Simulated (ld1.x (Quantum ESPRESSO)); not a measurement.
## Building the ultrasoft potential for Co (PBE, scalar-relativistic).

* Element: Co
* Generator: ld1.x (Quantum ESPRESSO) 7.5
* Type: ultrasoft
* Functional: PBE
* Relativity: scalar-relativistic
* Frozen core: [Ne]
* Valence charge: 17
* Reference configuration: 3s2 3p6 3d7 4s0.5 4p0 (charge +1.5)
* Partial waves: 3s (bound): rcut 1.15, rcutus 1.55 bohr; 4s (bound): rcut 1.15, rcutus 1.55 bohr; 3p (bound): rcut 1.15, rcutus 1.40 bohr; 4p (bound, empty): rcut 1.15, rcutus 1.40 bohr; 3d (bound): rcut 0.80, rcutus 0.90 bohr; 3d channel at 0.45 Ry: rcut 0.80, rcutus 0.90 bohr
* Local potential: all-electron potential smoothed inside 0.90 bohr (lloc = -1)
* Core correction: none
* Augmentation charge: PSQ, radius 0.55 bohr

All-electron outer shells of the reference configuration (PBE, scalar-relativistic, ld1.x):

```
shell  level (eV)  outermost node (bohr)  outermost maximum (bohr)
   2p     -783.54                      –                      0.17
   3s     -116.19                   0.31                      0.66
   3p      -79.44                   0.28                      0.68
   3d      -21.86                      –                      0.66
   4s      -16.75                   0.95                      2.15
   4p      -10.99                   1.04                      2.63
```

Does the generator finish with these settings?

Yes, a potential is produced and its reference levels are reproduced.

Is the overlap operator S = 1 + Σ q|β⟩⟨β| positive definite (Bessel basis up to 400 Ry)?

No: its lowest eigenvalue is -0.754, in the p channel, so the generalised eigenproblem breaks down once the basis is large enough.

Its largest configuration-test error is +3.6 meV (3s2 3p6 3d7 4s2 4p0). Test run stopped at test 3 of 7 (negative rho).

The ghost test of this file was not conclusive. Its overlap operator is not positive definite in a basis up to 400 Ry (lowest eigenvalue s -0.06, p -0.75), so the file is unfit for use: the generalised eigenproblem breaks down once the basis is large enough, and its test numbers describe a broken file.
